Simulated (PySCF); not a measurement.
Species: C5H10OSi.
Geometry (GFN2-xTB, Å), atoms numbered from 1 in this order:
```xyz
17
C5H10OSi angstrom
C     -3.0388   -0.3847   -1.3100
C     -1.7368   -0.3263   -1.0466
C     -1.1940    0.1055    0.2175
C      0.1180    0.1680    0.4942
C      0.6581    0.6195    1.8143
O      1.0237   -0.1885   -0.4416
Si     2.6402   -0.2633   -0.5337
H     -3.4140   -0.7118   -2.2639
H     -3.7743   -0.1044   -0.5737
H     -1.0115   -0.6114   -1.7965
H     -1.8977    0.3959    0.9834
H      1.3045    1.4852    1.6719
H      1.2575   -0.1745    2.2595
H     -0.1481    0.8824    2.4921
H      3.2437    1.0565   -0.3296
H      3.1853   -1.1848    0.4670
H      2.7770   -0.7514   -1.8958
```

The calculation used wB97X-D/def2-SVPD in PySCF (dipole) on a GFN2-xTB geometry, gas phase.

Take the most abundant isotopes and a rigid rotor. The values belong to one conformer with, in the numbering `[CH2:1]=[CH:2]/[CH:3]=[C:4](/[CH3:5])[O:6][SiH3:7]`, C1–C2–C3–C4 180°, C3–C4–O6–Si7 180°.

Problem. What are A, B and C (MHz)?

Solution. Ia = 122.19, Ib = 448.45, Ic = 561.81 u·Å²; 505379 MHz·u·Å²/I gives A = 4136, B = 1127, C = 899.6 MHz.

Problem. What kind of rotor is it?

Solution. An asymmetric top: κ = (2 × 1127 − 4136 − 899.6)/(4136 − 899.6) = -0.86.

Problem. What does the inertial defect say?

Solution. Not planar: Δ = Ic − Ia − Ib = -8.83 u·Å². For a rigid frame Δ = −2 Σ m c², so Σ m c² = 4.42 u·Å² lies off the ab plane, practically all of it from hydrogen. The atom farthest from that plane is 1.19 Å away.

Problem. Give the other two planar moments, Paa and Pbb, and the rms extents of the mass along the axes.

Solution. Paa = Σ m a² = (Ib + Ic − Ia)/2 = 444.04 and Pbb = Σ m b² = (Ia + Ic − Ib)/2 = 117.77 u·Å². With the mass M = 114.05 u, the rms extents √(P/M) along a, b and c are 1.97, 1.02, 0.20 Å.

Problem. Which lines would a microwave search look for?

Solution. The dipole components are |μa| = 1.54 D, |μb| = 1.07 D, |μc| = 0.00 D; the mirror of this Cs structure is the ab plane, so μc vanishes by symmetry and there are no c-type lines. Intensities carry the squares of the components, which stand as 1.00 : 0.48 (a : b). Some lines, for components of 0.1 D or more:

```tsv
type	branch	J(Ka,Kc)	MHz	lower level (cm⁻¹)
a	Q	5(2,3) ← 5(2,4)	421	1.429
a	Q	4(1,3) ← 4(1,4)	2271	0.741
b	R	3(0,3) ← 2(1,2)	3236	0.296
a	R	2(1,1) ← 1(1,0)	4280	0.176
b	Q	4(1,3) ← 4(0,4)	4409	0.670
a	R	5(0,5) ← 4(0,4)	9895	0.670
b	Q	3(2,2) ← 3(1,3)	10058	0.487
a	R	5(4,1) ← 4(4,0)	10160	2.343
b	Q	5(5,1) ← 5(4,2)	28080	2.682
b	R	5(5,0) ← 4(4,1)	38240	2.343
```

Problem. Estimate the classical rotational partition function at 10 K, 200 K and 298.15 K.

Solution. Point group Cs, symmetry number σ = 1; q = (√π/σ)·√((kT/h)³/(ABC)), k/h = 20836.6 MHz/K: 2600 at 10 K, 233000 at 200 K, 424000 at 298.15 K.

No GFN2-xTB frequencies stand behind this structure, so it isn't proved a minimum. No vibrational averaging or centrifugal distortion is included, and the geometry carries the error of its method. A rigid rotor knows nothing of internal rotation, which can split or shift real lines.
